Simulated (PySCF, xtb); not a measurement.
B(I)(Me)(OH) (CH₄BIO), SMILES IB(C)O. One conformer was computed; it need not be the lowest.

Harmonic wavenumbers (cm⁻¹) from GFN2-xTB (xtb) at its own minimum, in rising order: 94, 228, 291, 367, 485, 632, 858, 869, 884, 1037, 1353, 1395, 1480, 1480, 3006, 3022, 3047, 3580.

**Question.** What does PBE0-D3(BJ)/def2-SVP in PySCF give at its own minimum? (An estimate is asked for; the answer gives what the named calculation found.)

**Answer.** 85, 234, 292, 395, 484, 626, 846, 865, 931, 1131, 1305, 1402, 1425, 1466, 3061, 3152, 3174, 3886. Paired by order, the mean absolute difference is 53 cm⁻¹ and the zero-point energies are 34.5 and 35.4 kcal/mol.
